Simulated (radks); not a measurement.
Results of a calculation; reference values are marked as such.
Ti II, 21 electrons, occupied as [Ar] 3d2 4s1. Level of theory: non-relativistic Kohn-Sham, PBE, spin-unpolarised, spherical densities, point nucleus (a radial shooting solver on a logarithmic mesh with Libxc functionals).

Unscreened Slater integrals over Kohn-Sham orbitals (eV).

| integral | value |
|---|---|
| F0(4s,4s) | 7.6393 |
| F0(4s,3d) | 9.4051 |
| G2(4s,3d) | 1.5592 |
| F0(4s,3p) | 9.7834 |
| G1(4s,3p) | 0.63565 |
| F0(4s,3s) | 9.8425 |
| G0(4s,3s) | 0.44373 |
| F0(3d,3d) | 16.859 |
| F2(3d,3d) | 7.6025 |
| F4(3d,3d) | 4.6930 |
| F0(3d,3p) | 19.257 |
| F2(3d,3p) | 8.8833 |
| G1(3d,3p) | 11.061 |
| G3(3d,3p) | 6.6143 |
| F0(3d,3s) | 19.783 |
| G2(3d,3s) | 8.2812 |
| F0(3p,3p) | 22.618 |
| F2(3p,3p) | 11.341 |
| F0(3p,3s) | 23.356 |
| G1(3p,3s) | 15.516 |
| F0(3s,3s) | 24.173 |

Derived for the open shells (J is the average intra-shell exchange parameter used in DFT+U). 3d: Racah B = F2/49 - 5 F4/441 = 0.1019 eV, C = 35 F4/441 = 0.3725 eV, C/B = 3.65, F4/F2 = 0.617, J = (F2 + F4)/14 = 0.8783 eV.
